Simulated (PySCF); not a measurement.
**Chlorine: highly charged ions in a basis for the neutral atom**

Cl¹⁴⁺ [He] 2s1, Cl¹⁵⁺ 1s2. Calculation: PySCF 2.14, in 6-31G* (4s3p1d, 18 functions); the non-relativistic Hamiltonian (point nucleus). No spin-orbit coupling, so a gap to NIST mixes the basis error with missing relativistic terms.

Changed run: basis of the neutral atom used for a highly charged ion. This setting is unsound on purpose.

```
species  method  sound run (hartree)  changed run (hartree)  converged
  Cl¹⁴⁺     UHF              not run             -307.63909        yes
  Cl¹⁴⁺     PBE              not run             -307.52811        yes
  Cl¹⁴⁺   B3LYP              not run             -307.61008        yes
  Cl¹⁵⁺     UHF              not run             -278.44816        yes
  Cl¹⁵⁺     PBE              not run             -278.28973        yes
  Cl¹⁵⁺   B3LYP              not run             -278.36481        yes
```

Ionisation energy of Cl¹⁴⁺:

| method | changed run (eV) | NIST (eV) |
| --- | --- | --- |
| UHF | 794.33 | 809.20 |
| PBE | 795.62 | 809.20 |
| B3LYP | 795.80 | 809.20 |

The contracted functions were made for the neutral atom and can be too rigid for a highly charged ion.
